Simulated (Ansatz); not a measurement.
`C[O][AlH][Cl]` + HBr → `C[O][AlH][Br]` + HCl  (ligand exchange at the Al–Cl bond)

Calculated with Ansatz (gas phase, PBE0-D4/def2-TZVP geometries, no zero-point term in ΔE). CCSD(T)/CBS is the MP2 limit (def2-TZVPP, def2-QZVPP) plus CCSD(T) − MP2 in def2-TZVPP, frozen cores. This one scheme is used for every species. Functionals use def2-TZVPP. HSE06 is defined as in plane-wave codes. For Br outer-core shells are correlated without core-valence functions, which leaves a few kJ/mol of doubt a bond. Scalar relativity is left out up to krypton. One conformer a species, not always the lowest.

```csv
level,ΔE (kcal/mol)
r2SCAN-D4,0.3
r2SCANh-D4,0.2
HSE06-D4,-0.2
PBE,0.2
r2SCAN,0.3
CAM-B3LYP,0.9
CCSD(T)/def2-TZVPP,-0.1
CCSD/CBS(def2),-0.3
```

(1) What does CCSD(T)/CBS give? (Estimate.)

Largest T1 diagnostic among the species: 0.011.

Answers

(1) The calculation gave: -0.3 kcal/mol. The listed levels differ from it by 0.6, 0.5, 0.1, 0.5, 0.6, 1.2, 0.2, 0.0 kcal/mol.

Leaving LDA and LC-ωPBE aside and taking each functional with its dispersion term where it has one, the values, not all of them listed here, spread over 1.6 kcal/mol, from PBE-QIDH to B97M-V. At CCSD(T), def2-SVP lies +1.3 kcal/mol from the extrapolated value and def2-TZVPP +0.2 kcal/mol.
